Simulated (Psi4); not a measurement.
CH6F2OSi2 (SMILES C[SiH2]O[SiH](F)F), singlet, geometry from GFN2-xTB, atoms displaced at random by about 0.03 Å a coordinate; R2SCAN/STO-3G, gradient in Psi4 1.11.

Here is a job for Psi4.
```
memory 2 GB

molecule mol {
0 1
Si    1.003241    0.597969    0.797818
F     2.146987   -0.465320    0.819906
F     1.683857    1.714553   -0.190397
O    -0.334661   -0.062196    0.176099
Si   -1.238738   -0.901951   -0.952481
C    -2.968319   -0.647688   -0.360762
H     0.721485    1.075062    2.071945
H    -0.973068   -0.220374   -2.262620
H    -0.769131   -2.254299   -0.905359
H    -3.280381    0.424435   -0.352135
H    -3.676280   -1.147868   -1.044582
H    -3.161861   -1.040759    0.565521
symmetry c1
no_reorient
no_com
}

set {
  basis sto-3g
  reference rks
}

gradient('r2scan')
print_variables()
```

Task: Predict the main parts of the log of this Psi4 run.

Result: 
```
gradient() will perform analytic gradient computation.

   => Loading Basis Set <=

    Name: STO-3G
    Role: ORBITAL
    Keyword: BASIS

         ---------------------------------------------------------
                                   SCF
               by Justin Turney, Rob Parrish, Andy Simmonett
                          and Daniel G. A. Smith
                              RKS Reference
         ---------------------------------------------------------

  ==> Geometry <==

    Molecular point group: c1
    Full point group: C1

    Geometry (in Angstrom), charge = 0, multiplicity = 1:

       Center              X                  Y                   Z               Mass
    ------------   -----------------  -----------------  -----------------  -----------------
         SI           1.003241000000     0.597969000000     0.797818000000    27.976926534650
         F            2.146987000000    -0.465320000000     0.819906000000    18.998403162730
         F            1.683857000000     1.714553000000    -0.190397000000    18.998403162730
         O           -0.334661000000    -0.062196000000     0.176099000000    15.994914619570
         SI          -1.238738000000    -0.901951000000    -0.952481000000    27.976926534650
         C           -2.968319000000    -0.647688000000    -0.360762000000    12.000000000000
         H            0.721485000000     1.075062000000     2.071945000000     1.007825032230
         H           -0.973068000000    -0.220374000000    -2.262620000000     1.007825032230
         H           -0.769131000000    -2.254299000000    -0.905359000000     1.007825032230
         H           -3.280381000000     0.424435000000    -0.352135000000     1.007825032230
         H           -3.676280000000    -1.147868000000    -1.044582000000     1.007825032230
         H           -3.161861000000    -1.040759000000     0.565521000000     1.007825032230

  Running in c1 symmetry.

  Rotational constants: A =      0.16829  B =      0.03582  C =      0.03391 [cm^-1]
  Rotational constants: A =   5045.17419  B =   1073.84583  C =   1016.46687 [MHz]
  Nuclear repulsion =  394.329266935059763

  Charge       = 0
  Multiplicity = 1
  Electrons    = 66
  Nalpha       = 33
  Nbeta        = 33

  ==> Algorithm <==

  SCF Algorithm Type is DF.
  DIIS enabled.
  MOM disabled.
  Fractional occupation disabled.
  Guess Type is SAD.
  Energy threshold   = 1.00e-08
  Density threshold  = 1.00e-08
  Integral threshold = 1.00e-12

[...]
  @DF-RKS Final Energy:  -884.41414579385878
    Total Energy =                       -884.4141457938587791
[...]

   => Composite Functional: R2SCAN <=

    r2SCAN Meta-GGA XC Functional  (0.1021/acs.jpclett.0c02405)
    J. W. Furness, A. D. Kaplan, J. Ning, J. P. Perdew, J. Sun  J. Phys. Chem. Lett.  11, 8208–8215, 2020

    Deriv               =              1
    GGA                 =           TRUE
    Meta                =           TRUE

    Exchange Hybrid     =          FALSE
    MP2 Hybrid          =          FALSE

   => Exchange Functionals <=

    1.0000   XC_MGGA_X_R2SCAN

   => Correlation Functionals <=

    1.0000   XC_MGGA_C_R2SCAN

   => LibXC Density Thresholds  <==

    XC_MGGA_C_R2SCAN:  1.00E-15
    XC_MGGA_X_R2SCAN:  1.00E-11

   => Molecular Quadrature <=

    Radial Scheme          =       TREUTLER
    Pruning Scheme         =           NONE
    Nuclear Scheme         =       TREUTLER

    Blocking Scheme        =         OCTREE
    BS radius alpha        =              1
    Pruning alpha          =              1
    Radial Points          =             75
    Spherical Points       =            302
    Total Points           =         254650
    Total Blocks           =           1948
    Max Points             =            256
    Max Functions          =             40
    Weights Tolerance      =       1.00E-15

  -Total Gradient:
     Atom            X                  Y                   Z
    ------   -----------------  -----------------  -----------------
       1        0.025462309215    -0.014504758230     0.047786398822
       2       -0.037457730053     0.040923763370    -0.006716585285
       3        0.010435004344    -0.002579664945    -0.004448558957
       4        0.011360783139     0.000652125090    -0.001760110243
       5       -0.041273333145    -0.048257531495    -0.009485880988
       6        0.023434074813    -0.028858160657     0.071611344176
       7        0.008385668723    -0.014875024039    -0.031178625870
       8        0.009181152873     0.016565200650    -0.011271405976
       9        0.003644089739     0.013887954125     0.006719220258
      10       -0.010446267594     0.014752135969    -0.000274698939
      11       -0.002573974748    -0.002625015501    -0.001920991249
      12        0.006285351288     0.024620336936    -0.063053556397

  Variable Map:
  ----------------------------------------------------------------------------
[...]
  Array Variable Map:
  ----------------------------------------------------------------------------
[...]
[...]
```
